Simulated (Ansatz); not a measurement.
Basis-set extrapolation for AlH6NOSSi (`[NH2][Al]([SH])[O][SiH3]`) (PBE0-D4/def2-TZVP geometry, frozen core, Ansatz 0.2.0). Multiplicity 1, RHF reference.

```
                       def2-TZVPP    def2-QZVPP
                 HF  -1061.487004  -1061.521970
    MP2 correlation     -0.824268     -0.890429
CCSD(T) correlation     -0.906584       not run
```

Energies in hartree. Use E(X) = E(∞) + A·exp(−7.88·√X) for Hartree–Fock and E(X) = E(∞) + B·X^(−2.97) for correlation, with X = 3 and 4, and add CCSD(T) minus MP2 of the smaller set to the MP2 limit.

Problem. What is the CCSD(T) energy at the basis-set limit?

Solution. HF limit: -1061.521970 + (-0.034966) × 0.13774 = -1061.52679. MP2 limit: -0.890429 + (-0.066161) × 0.74074 = -0.93944. Higher-order term: -0.906584 − (-0.824268) = -0.08232. Total: -1062.54855 hartree, 4.22 eV below CCSD(T)/def2-TZVPP.
